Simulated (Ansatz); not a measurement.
CH5BSe2 (`CB([SeH])[SeH]`), relaxed with RKS PBE-D4/def2-SVP in the Gaussian-basis code of Ansatz from a rough embedded geometry. The force threshold is 0.03 eV/Å; the program also tests the step.

Charge 0, multiplicity 1.

Start:

```xyz
9

C     0.363   -0.384   -1.048
B    -0.135    0.118    0.337
Se    0.586   -0.772    1.957
Se   -1.404    1.580    0.548
H    -0.171    0.231   -1.890
H     1.448   -0.205   -1.205
H     0.118   -1.429   -1.231
H    -0.481   -1.818    1.943
H    -0.324    2.679    0.589
```

```csv
step,energy (eV),largest force (eV/Å),largest move (Å)
1,-132454.8334,2.434,0.000
2,-132455.0553,0.730,0.078
3,-132455.1241,0.354,0.200
4,-132455.2091,0.832,0.195
5,-132455.3793,1.370,0.196
6,-132455.6837,1.668,0.195
7,-132456.0309,1.182,0.200
8,-132456.2119,0.608,0.200
9,-132456.2871,0.157,0.199
10,-132456.2918,0.313,0.170
11 (rejected),-132456.2530,0.727,0.200
12,-132456.3076,0.083,0.083
13,-132456.3088,0.027,0.015
```

End:

```xyz
9

C     0.273   -0.279   -0.864
B    -0.200    0.169    0.570
Se   -0.254   -1.036    2.106
Se   -0.733    2.009    0.968
H    -0.321    0.199   -1.670
H     1.327    0.045   -1.017
H     0.245   -1.377   -1.017
H     0.182   -2.232    1.341
H    -0.518    2.501   -0.417
```

Hardware: 4 threads of an Arm Neoverse V2 on a shared host. Wall time 15 s, peak host memory 0.18 GiB.
